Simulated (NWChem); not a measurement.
# CAlF2NO; SMILES [N]([Al]([F])[F])=C=O

```xyz
6

Al    -0.0080    -0.9275     0.0008
F      1.4152    -1.7832    -0.0006
F     -1.4453    -1.7594     0.0024
N      0.0068     0.8305     0.0011
C      0.0179     2.0442     0.0012
O      0.0286     3.2234     0.0013
```
Atoms are numbered in this order, from 1.

All runs: NWChem. Geometry: optimised at PBE-D3(BJ)/def2-SVP. Static field.

For level PBE/aug-cc-pVDZ:

```yaml
isotropic polarisability (bohr³): 44.1
anisotropy (bohr³): 33.8
```

Problem. How do the values read with level BHandHLYP/aug-cc-pVDZ instead?

Solution. 
* **isotropic polarisability (bohr³)**: 38.7
* **anisotropy (bohr³)**: 29.4
